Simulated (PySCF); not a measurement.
Calculation: M06-2X/def2-TZVP // B3LYP-D3(BJ)/def2-TZVP (PySCF). Isolated molecules, 0 K electronic values unless said otherwise. One relaxed conformer stands for a flexible species; it need not be the lowest. Excitations are Tamm–Dancoff values on a coarser integration grid. The basis has no diffuse functions, so Rydberg states are missing or too high.

Reference species (SMILES): `C#CN[SiH3]` (neutral, multiplicity 1).

| Item | Result |
|---|---|
| S1 excitation (TDA) | 5.44 eV |
| HOMO | -7.73 eV |
| S1 oscillator strength | 0.000 |

After one change: the S1 excitation (TDA) increases by 0.23 eV; the HOMO falls by 1.32 eV; the S1 oscillator strength hardly moves.

Which change was made? The new species is one of these.
A. `C=NC=[SiH2]` (C–N–C–Si torsion 180°)
B. `C[SiH]=C=N`
C. `C#C[SiH2]N`
D. `NC#C[SiH3]`

C, `C#C[SiH2]N`
